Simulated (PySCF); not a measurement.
Cost of response and excited-state runs on `C=CCc1cccc(OC)c1`, C₁₀H₁₂O

Cartesian coordinates in Å; atom numbers follow the order of the lines, from 1:
```xyz
23

C    -2.6293    2.2342   -0.3884
C    -2.1725    1.3792    0.5062
C    -0.8246    1.4630    1.1582
C    -0.0618    0.1866    0.9159
C     0.0247   -0.7929    1.8917
C     0.7111   -1.9693    1.6340
C     1.3081   -2.1758    0.4092
C     1.2167   -1.2009   -0.5858
O     1.8344   -1.4987   -1.7648
C     1.7741   -0.5593   -2.8087
C     0.5292   -0.0235   -0.3250
H    -2.0514    3.0856   -0.7106
H    -3.6054    2.1288   -0.8307
H    -2.7722    0.5313    0.8106
H    -0.2737    2.3167    0.7583
H    -0.9579    1.6070    2.2335
H    -0.4385   -0.6368    2.8550
H     0.7820   -2.7290    2.3984
H     1.8506   -3.0823    0.1928
H     2.3310   -0.9983   -3.6350
H     0.7421   -0.3767   -3.1263
H     2.2398    0.3902   -2.5243
H     0.4388    0.7480   -1.0745
```

PySCF with density fitting, on 1 thread of an Arm Neoverse V1, shared host. Command: `OMP_NUM_THREADS=1 python excited_run.py task.json out`

Task: How long does each of these runs take, and how much memory?
- open-shell absorption, BHandHLYP/ANO-RCC-VDZP; spin flip; reference multiplicity 3; 15 states; Tamm-Dancoff; grid level 3; guess vsap
- open-shell absorption, BHandHLYP/def2-SVP; spin flip; reference multiplicity 3; 4 states; Tamm-Dancoff; IEF-PCM tetrahydrofuran; SCF tolerance 1e-08 Eh; level shift 0.2 Eh
- open-shell absorption, BHandHLYP/def2-SVP; 8 states; spin flip; reference multiplicity 3; writes grids

Result: 
```tsv
run	level	basis functions	wall time	peak memory (GiB)
open-shell absorption	BHandHLYP/ANO-RCC-VDZP	214	3.9 min	0.85
open-shell absorption	BHandHLYP/def2-SVP	214	110 s	1.1
open-shell absorption	BHandHLYP/def2-SVP	214	73 s	0.75
```
Times from a shared host are rough.
